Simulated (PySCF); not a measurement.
## Ge⁺: excitation energy

Ge⁺ [Ar] 3d10 4s2 4p1 (2P) → Ge⁺ [Ar] 3d10 4s1 4p2 (4P), as a difference of total energies. All numbers are calculated (PySCF 2.14, scalar relativity through the core potential, in aug-cc-pVTZ-PP with one added diffuse shell each of s, d, f type with ECP10MDF (7s5p5d3f, 68 functions)). Correlated levels: valence: 3s2 3p6 3d10 frozen. The calculations carry no spin-orbit coupling.

```csv
method,excitation energy (eV)
UHF,4.863
MP2 (valence),5.656
SCS-MP2 (valence),5.956
CCSD (valence),5.924
CCSD(T) (valence),5.943
```

Q: How much does correlation contribute at CCSD(T) (valence)?

A: 5.943 − (4.863) = 1.080 eV, measured against UHF.

Errors of the correlated levels include the incompleteness of this basis and the frozen core.

For comparison: 6.389 eV (measured; NIST levels, between the centres of gravity of the two terms).
